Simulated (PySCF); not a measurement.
These are PBE-D3(BJ)/def2-TZVP // PBE0-D3(BJ)/def2-TZVP (PySCF) values and carry that method's errors. Gas-phase values, no solvent. One relaxed conformer stands for a flexible species; it need not be the lowest. Delta-SCF ions had no search for a lower state. 

Reference species (SMILES): `C1=CC=C([SiH2]1)S` (H–S–C–Si torsion 0°) (neutral, multiplicity 1).

```json
{
 "vertical ionisation energy (Delta-SCF)": "7.77 eV",
 "HOMO–LUMO gap": "2.67 eV"
}
```

Changed species: `S[SiH]1C=CC=C1` (H–S–Si–C torsion 54°).

**Question.** Predict the effect on the vertical ionisation energy (Delta-SCF) and HOMO–LUMO gap.

**Answer.** the vertical ionisation energy (Delta-SCF) increases by 0.70 eV, to 8.47 eV; the HOMO–LUMO gap rises by 0.43 eV, to 3.10 eV.
